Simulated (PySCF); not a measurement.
In(F)3 anion (F₃In), SMILES [F][In]([F])[F] (connectivity only; charge and spin as stated), charge -1, multiplicity 2. Atoms are numbered in the order given.

```xyz
4

In     0.0000     0.0000     0.2664
F     -1.6846     0.9726    -0.4835
F      1.6846     0.9726    -0.4835
F      0.0000    -1.9452    -0.4835
```
Charge -1, spin multiplicity 2.

Geometry optimised at PBE-D3(BJ)/def2-SVPD. The spin state was assumed, not searched. The isomer is the one that the SMILES or the coordinates give; other isomers of the formula were not compared. The def2 effective core potentials stand for the cores of In; spin–orbit coupling is left out.

These are PBE-D3(BJ)/def2-SVPD (PySCF 2.14.0) values and carry that method's errors.

Frequencies are harmonic and unscaled.

Modes within 1.5 cm⁻¹ of each other (mostly degenerate sets) share a row, with their intensities summed.

Question: List the normal modes with their intensities. (Estimate from the structure and the level; the computed values follow.)

Answer: 
```json
[
 {"mode": "1–2", "ν (cm⁻¹)": "114", "IR (km/mol)": "16.6", "moving atoms (share of kinetic energy)": "F 91 %, In 9 %"},
 {"mode": "3", "ν (cm⁻¹)": "135", "IR (km/mol)": "27.7", "moving atoms (share of kinetic energy)": "F 74 %, In 26 %"},
 {"mode": "4", "ν (cm⁻¹)": "430", "IR (km/mol)": "48.5", "moving atoms (share of kinetic energy)": "F 92 %"},
 {"mode": "5–6", "ν (cm⁻¹)": "437", "IR (km/mol)": "245.3", "moving atoms (share of kinetic energy)": "F 81 %, In 19 %"}
]
```
